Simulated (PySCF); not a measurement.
Compound: Al(CCH)3, C₆H₃Al.
Structure used (PBE0-D3(BJ)/def2-SVP), in Å, numbered top down from 1:
```
atom  x, y, z in Å
Al1    0.0044   -0.0047   -0.0063
C2     1.9054   -0.0178   -0.0244
C3     3.1265   -0.0278   -0.0353
H4     4.2028   -0.0367   -0.0460
C5    -0.9330    1.6489   -0.0016
C6    -1.5314    2.7133    0.0099
H7    -2.0594    3.6513    0.0191
C8    -0.9445   -1.6518    0.0070
C9    -1.5543   -2.7096    0.0303
H10   -2.0919   -3.6418    0.0519
```

The calculation used delta-SCF UKS SCAN, pcX-2 on the ionised atom, pcseg-1 elsewhere, spin-free X2C in PySCF. The ground state was rerun for each ionised atom, in the same mixed basis as its hole state.

| ionised atom | basis functions | E(ground) (Eh) | E(ionised) (Eh) |
| --- | --- | --- | --- |
| C2 | 148 | -473.06087 | -462.40322 |
| C3 | 148 | -473.05978 | -462.38290 |
| Al1 | 159 | -473.09165 | -415.48777 |

Question: Turn these total energies into binding energies.

Answer: E(ionised) − E(ground), at 27.2114 eV a hartree:

| atom | environment | difference (Eh) | binding energy (eV) |
| --- | --- | --- | --- |
| C2 | carbon bonded to Al and C | 10.65765 | 290.01 |
| C3 | carbon bonded to C and H | 10.67688 | 290.53 |
| Al1 | aluminium bonded to 3 C | 57.60388 | 1567.48 |

Question: How much do the ground-state energies differ, and what would follow from using one of them for all holes?

Answer: They run from -473.0917 Eh (core basis on Al1) to -473.0598 Eh (on C3), 0.0319 Eh or 0.87 eV apart, for one and the same state in different bases and grids. Pairing the ion of C3 with the ground state of Al1 would put its binding energy 0.87 eV too high.

Only 1s holes are shown. The first atom of each set that the bonding makes equivalent was ionised and stands for the set. Spin contamination (⟨S²⟩ against 0.75 for a pure doublet) is marked for C 1s of C2/C5/C8 (0.86) and C 1s of C3/C6/C9 (0.87), which makes these values less certain. Geometry: PBE0-D3(BJ)/def2-SVP; no solvent, vibrations or thermal averaging.

Hardware: an Arm Neoverse V1 with one thread, no GPU, shared host with 32 logical CPUs at a one-minute load of 23. Cost: 20 s of wall time, 0.49 GiB resident at most.
